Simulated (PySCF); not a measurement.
C₃H₅BO₃, SMILES C1(B(O)O)COC=1. Geometry: PBE-D3(BJ)/def2-SVP. The structure was generated by enumeration, and PubChem lists no compound with its InChIKey, so it may never have been made. The values are those of a single conformer.

Computed equilibrium geometry at PBE-D3(BJ)/def2-SVP (PySCF confirms it by a frequency run) as bond lengths and angles (one conformer of several):
Atoms: O1 B2 O3 C4 C5 O6 C7 H8 H9 H10 H11 H12. Bonds (Å): O1–B2 1.377, O1–H8 0.971, B2–O3 1.376, B2–C4 1.552, O3–H9 0.971, C4–C5 1.368, C4–C7 1.525, C5–O6 1.373, C5–H10 1.103, O6–C7 1.476, C7–H11 1.110, C7–H12 1.110. Angles (°): B2–O1–H8 111.8, O1–B2–O3 114.9, O1–B2–C4 122.4, O3–B2–C4 122.8, B2–O3–H9 111.8, B2–C4–C5 138.4, B2–C4–C7 137.4, C5–C4–C7 84.2, C4–C5–O6 100.6, C4–C5–H10 139.5, O6–C5–H10 119.9, C5–O6–C7 85.9, C4–C7–O6 89.3, C4–C7–H11 117.5, C4–C7–H12 117.5, O6–C7–H11 109.9, O6–C7–H12 109.9, H11–C7–H12 110.5.
